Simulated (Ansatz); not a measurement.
Ideal-gas functions of `NB(F)[SeH]` at 298.15 K and 1 bar, from an Ansatz frequency run at PBE0-D4/def2-TZVP.

Molar mass 125.8 g/mol, point group Cs (symmetry number 1), electronic degeneracy 1, moments of inertia 53.488, 188.298, 241.786 u Å². Harmonic wavenumbers (cm⁻¹, unscaled): 189, 249, 315, 434, 495, 554, 578, 717, 903, 1230, 1417, 1629, 2465, 3633, 3740.

Use S(trans) = R[1.5 ln M + 2.5 ln T − 1.1517]; rotational temperatures θ = 24.2544 K / I; S(rot) = R[ln(√π/σ · √(T³/θAθBθC)) + 1.5]; for each mode x = 1.438777 ν̃/T, S = R[x/(eˣ − 1) − ln(1 − e⁻ˣ)] and H = RT x/(eˣ − 1); 1 cm⁻¹ = 0.0119627 kJ/mol; R = 8.31446 J/(mol·K).

Problem. By hand: the entropy, in J/(mol·K).

Solution. Translation 169.2. Rotation: θ = 0.4535, 0.1288, 0.1003 K, giving 109.7. Vibration, mode by mode: 9.36, 7.27, 5.59, 3.54, 2.81, 2.24, 2.05, 1.20, 0.58, 0.15, 0.07, 0.03, 0.00, 0.00, 0.00, in all 34.9. Electronic 0.0. Sum 313.8 J/(mol·K).

Problem. By hand: H − E and G − E in kJ/mol, counted from the electronic energy.

Solution. Zero-point energy ½ × 18548 × 0.0119627 = 110.9; thermal vibration 6.6; translation, rotation and pV give 4 RT = 9.9. H − E = 127.4 kJ/mol, and G − E = 127.4 − 298.15 × 313.8/1000 = 33.8 kJ/mol.

Vibration gives 11 % of the entropy. The sum counts one conformer and one mirror image; others add a mixing term.
